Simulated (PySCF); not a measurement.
## Two probes of the same atoms: core binding energy and nuclear shielding

C5H12OSi2.
SMILES with atom numbers: `[CH2:1]=[C:2]([CH3:3])[C@H:4]1[CH2:5][SiH2:6][O:7][SiH2:8]1`

Binding energies: delta-SCF UKS SCAN, pcX-2 on the ionised atom, pcseg-1 elsewhere, spin-free X2C (PySCF). Shieldings: GIAO PBE0/pcSseg-1, non-relativistic, same geometry.

```
atom  isotropic shielding (ppm)
  C1                       69.8
  C2                       27.5
  C3                      156.7
  C4                      150.9
  C5                      169.3
```

Question: What are the C 1s binding energies of these atoms?

Answer: 
```
atom                      environment  C 1s (eV)  isotropic shielding (ppm)
  C1             terminal =CH2 carbon     289.57                       69.8
  C5      sp3 carbon bound to silicon     290.23                      169.3
  C4      sp3 carbon bound to silicon     290.31                      150.9
  C2  fully substituted alkene carbon     290.54                       27.5
  C3                   allylic carbon     290.73                      156.7
```

Question: Among the listed atoms, is the one with the highest binding energy also the least shielded?

Answer: No. The highest binding energy is at C3 (290.73 eV, shielding 156.7 ppm), the lowest shielding at C2 (27.5 ppm, 290.54 eV).

By binding energy: C1 < C5 < C4 < C2 < C3. By shielding: C2 < C1 < C4 < C3 < C5.

The unrestricted hole states depart most from a pure doublet (⟨S²⟩ = 0.75; over 0.85 named) for C 1s of C2 (0.86), which makes this value less certain. Isolated species at its PBE0-D3(BJ)/def2-SVP geometry (one conformer only).
